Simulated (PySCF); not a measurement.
**Löwdin shares of the frontier orbitals**

C₆H₇FO.
Cartesian coordinates in Å at the GFN2-xTB level; atoms count from 1:
```xyz
15
C6H7FO angstrom
O      3.1562   -0.2043    0.0213
C      2.2445    0.5457   -0.0895
F      2.5074    1.8758   -0.3237
C      0.8223    0.2849   -0.0215
C     -0.1653    1.1829   -0.1080
C     -1.5042    0.5457    0.0319
C     -1.2119   -0.9626   -0.0707
C      0.2954   -1.1080    0.1968
H     -0.0413    2.2442   -0.2399
H     -2.2018    0.8919   -0.7314
H     -1.9313    0.8120    1.0034
H     -1.4420   -1.3113   -1.0773
H     -1.8084   -1.5426    0.6294
H      0.7752   -1.8267   -0.4662
H      0.5008   -1.4194    1.2235
```

Method: TDDFT B3LYP/def2-SVPD, vertical, gas phase, core orbitals frozen in the response (PySCF 2.14.0, density-fitted response routines).

Frontier orbitals with the atoms that hold most of them (Löwdin shares over 4%, at most four atoms; ? is withheld):

| orbital | ε (eV) | atoms |
| --- | --- | --- |
| HOMO-3 | -10.08 | C7 28%, C6 24%, C8 23%, H10 7% |
| HOMO-2 | -9.98 | C7 25%, H13 12%, C8 12%, O1 10% |
| HOMO-1 | -8.69 | O1 68%, F3 11%, C2 9%, C4 6% |
| HOMO | -7.68 | ? |
| LUMO | ? | ? |
| LUMO+1 | 0.12 | C6 13%, C7 12%, C5 11%, C8 9% |
| LUMO+2 | 0.96 | C2 20%, C7 10%, F3 10%, H12 8% |

(1) Give the leading atoms of the HOMO.

(2) Which atoms hold the LUMO, and with what shares?

(3) What is the LUMO energy, and the HOMO–LUMO gap?

Results:

(1) C4 (bonded to 3 C) 28%; C5 (bonded to 2 C and H) 25%; C8 (bonded to 2 C and 2 H) 9%; C6 (bonded to 2 C and 2 H) 8%.

(2) C5 (bonded to 2 C and H) 27%; C2 (bonded to C, F and O) 20%; O1 (bonded to C) 19%; C4 (bonded to 3 C) 15%. By element: carbon 62% or more, oxygen 19%.

(3) ε(LUMO) = -2.06 eV; the gap is 5.62 eV (0.2066 hartree).

How does S1 compare with the orbital gap of 5.62 eV?

S1 is at 5.09 eV (f = 0.0014), 0.53 eV below the gap, made of HOMO-1→LUMO (97%). Its leading pair isn't HOMO and LUMO; the energies of that pair differ by 6.63 eV. 

Give energy, strength and leading configuration of S1, S2 and S4, and follow the Löwdin shares of the leading atoms from the occupied to the empty orbital.

- S1 (5.09 eV, f 0.0014), HOMO-1→LUMO (97%): O1 68% → 19%, F3 11% → at most 16%, C5 at most 6% → 27%, C2 9% → 20%
- S2 (5.42 eV, f 0.271), HOMO→LUMO (94%): C4 28% → 15%, C5 25% → 27%, C2 at most 8% → 20%
- S4 (6.88 eV, f 0.0020), HOMO→LUMO+1 (93%): C4 28% → at most 9%, C5 25% → 11%, C6 8% → 13%, C7 at most 8% → 12%

Löwdin shares depend on the basis, the more so with diffuse functions.

One conformer stands for the species.
